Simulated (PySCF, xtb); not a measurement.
Mo(S)2(OH)(Me) (CH4MoOS2), SMILES [OH][Mo](=[S])([CH3])=[S], multiplicity 1.

GFN2-xTB in xtb 6.7.1 at its own geometry gives an orbital gap of 1.86 eV and a dipole moment of 7.09 D.

Geometry: B3LYP-D3(BJ)/def2-SVP. The multiplicity is an assumed one; other spin states were not compared. The def2 effective core potentials stand for the cores of Mo; spin–orbit coupling is left out. One conformer was computed; it need not be the lowest.

Question: What does PySCF with PBE/def2-TZVP give? (Estimate from the structure and the level; the computed values follow.)

Answer: gap 2.37 eV (levels -6.14 and -3.77 eV), dipole 2.68 D.
